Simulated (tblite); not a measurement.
Compound: C3H12N2S2Si2.
Geometry (GFN2-xTB, Å), atoms numbered from 1 in this order:
```xyz
21
C3H12N2S2Si2 angstrom
C     -2.788    1.631    0.334
N     -2.224    0.302    0.333
Si    -0.816   -0.094   -0.562
C     -0.482   -1.941   -0.342
S      1.149   -2.360   -1.026
C      2.251   -1.581    0.197
Si     2.153    0.298    0.035
S      3.269    1.200    1.641
N      0.503    0.765    0.180
H     -3.488    1.785   -0.492
H     -1.983    2.354    0.233
H     -3.311    1.817    1.274
H     -2.943   -0.400    0.414
H     -0.806    0.230   -1.997
H     -0.497   -2.279    0.692
H     -1.175   -2.554   -0.912
H      1.968   -1.955    1.180
H      3.241   -1.963   -0.040
H      2.737    0.737   -1.233
H      2.960    2.444    1.314
H      0.273    1.585    0.717
```

Method: GFN2-xTB as coded in tblite; computed harmonic values from a numerical Hessian at the method's own geometry, unscaled. Errors from tens to a few hundred cm⁻¹ against measured bands are possible. Modes of hydrogen on silicon and sulfur can be 10 to 20 % off. One conformer, not necessarily the lowest.

Harmonic wavenumbers (cm⁻¹): 51.2, 58.2, 78.5, 101.9, 118.5, 136.1, 142.9, 152.1, 176.6, 187.6, 215.6, 241.1, 258.3, 297.2, 329.7, 514.1, 517.1, 619.2, 654.8, 656.8, 667.2, 681.3, 697.0, 714.0, 721.5, 735.2, 753.1, 792.9, 835.8, 844.2, 955.8, 1029.6, 1062.7, 1096.5, 1108.5, 1147.2, 1159.1, 1160.9, 1176.7, 1363.1, 1419.7, 1420.4, 1432.1, 1491.2, 1501.4, 2195.8, 2253.4, 2479.4, 2923.3, 2969.3, 2975.8, 2981.9, 3012.4, 3020.9, 3039.6, 3453.9, 3481.3.

A = 1019, B = 632.2, C = 416.3 MHz; mass 195.998 u (most abundant isotopes); point group C1, symmetry number 1.

Problem. What is the zero-point energy?

Solution. ½Σν̃ = 33131 cm⁻¹ = 94.72 kcal/mol.

Problem. Entropy at 400 K, 1 bar (ideal gas, RRHO, classical rotation)?

Solution. Translation 43.21, rotation 32.34, vibration 60.93: S = 136.5 cal/(mol K).

Problem. And Cp and H(400 K) − H(0)?

Solution. Cp = 62.44 cal/(mol K), of which vibrations give 54.49 (their classical limit is 57 R = 113.3); H(400 K) − H(0) = 15.36 kcal/mol without the zero-point energy, 12.18 from vibrations.

Problem. How do the functions run with temperature in this model?

Solution. 
| T (K) | S (cal/(mol K)) | Cp (cal/(mol K)) | H − H(0) (kcal/mol) | G − H(0) (kcal/mol) | ln q(vib) |
| --- | --- | --- | --- | --- | --- |
| 100 | 78.9 | 26.9 | 1.68 | -6.21 | 2.76 |
| 200 | 101.6 | 39.8 | 5.03 | -15.28 | 7.21 |
| 300 | 120.0 | 52.0 | 9.63 | -26.39 | 11.39 |
| 500 | 151.3 | 70.8 | 22.04 | -53.63 | 19.06 |
| 800 | 188.6 | 87.6 | 46.04 | -104.86 | 29.17 |
| 1000 | 209.0 | 94.8 | 64.32 | -144.67 | 35.12 |

q(vib) and H(0) count from the zero-point level.

Problem. Blend soft modes into free rotors: weight 1/[1 + (100 cm⁻¹/ν̃)⁴] for the oscillator and the rest for a rotor with moment μB/(μ + B), μ = h/(8π²ν), B = 10⁻⁴⁴ kg m². What vibrational entropy results?

Solution. 56.38 cal/(mol K) in place of 60.93, which changes −T·S at 400 K by +1.82 kcal/mol.

Problem. What must be added to the electronic energy to get the Gibbs energy at 400 K and 1 bar?

Solution. ZPE + [H(400 K) − H(0)] − T·S = 94.72 + 15.36 − 54.59 = 55.49 kcal/mol.

Problem. Which modes carry the vibrational entropy at 400 K?

Solution. 51.2 cm⁻¹: 5.35; 58.2 cm⁻¹: 5.10; 78.5 cm⁻¹: 4.51; 101.9 cm⁻¹: 3.99; 118.5 cm⁻¹: 3.70; 136.1 cm⁻¹: 3.43 cal/(mol K); the other 51 give 34.85 together.

Hindered rotation and anharmonicity are outside this model. Other conformers, if any are populated, would add a mixing term that is left out. The structure is chiral; the term R ln 2 for an equal mix with its mirror image is left out.
